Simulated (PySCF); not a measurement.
## Cost of excited-state runs on `O=[P@@](CCOC)(CP(C)C)C1CC1`, C$_{9}$H$_{20}$O$_{2}$P$_{2}$

Geometry:
```
atom   x (Å)   y (Å)   z (Å)
  C1  -3.084  -1.203   1.084
  O2  -2.335  -0.362   0.248
  C3  -1.840  -1.020  -0.895
  C4  -1.001  -0.042  -1.691
  P5   0.239   0.894  -0.703
  O6   1.274   1.470  -1.571
  C7   0.895  -0.257   0.569
  P8   1.519  -1.775  -0.304
  C9   2.051  -2.714   1.202
 C10   3.159  -1.118  -0.825
 C11  -0.677   2.160   0.231
 C12   0.149   3.327   0.687
 C13  -0.797   3.489  -0.452
 H14  -3.961  -1.606   0.562
 H15  -2.479  -2.043   1.450
 H16  -3.413  -0.599   1.928
 H17  -2.674  -1.401  -1.506
 H18  -1.221  -1.882  -0.593
 H19  -1.629   0.718  -2.166
 H20  -0.440  -0.562  -2.471
 H21   1.698   0.254   1.108
 H22   0.096  -0.525   1.261
 H23   1.173  -3.070   1.739
 H24   2.655  -2.093   1.863
 H25   2.632  -3.579   0.887
 H26   3.724  -0.748   0.030
 H27   2.993  -0.308  -1.532
 H28   3.718  -1.912  -1.319
 H29  -1.491   1.813   0.849
 H30  -0.085   3.785   1.637
 H31   1.203   3.307   0.450
 H32  -0.367   3.573  -1.439
 H33  -1.702   4.061  -0.307
```

PySCF with density fitting, on 1 thread of an Arm Neoverse V1, shared host. Command: `OMP_NUM_THREADS=1 python excited_run.py task.json out`

Task: How long does this run take, and how much memory?
- vibronic structure, BHandHLYP/def2-SV(P); full response

Result: 
| run | level | basis functions | wall time | peak memory (GiB) |
| --- | --- | --- | --- | --- |
| vibronic structure | BHandHLYP/def2-SV(P) | 230 | 3.6 min | 2 |

Times from a shared host are rough.
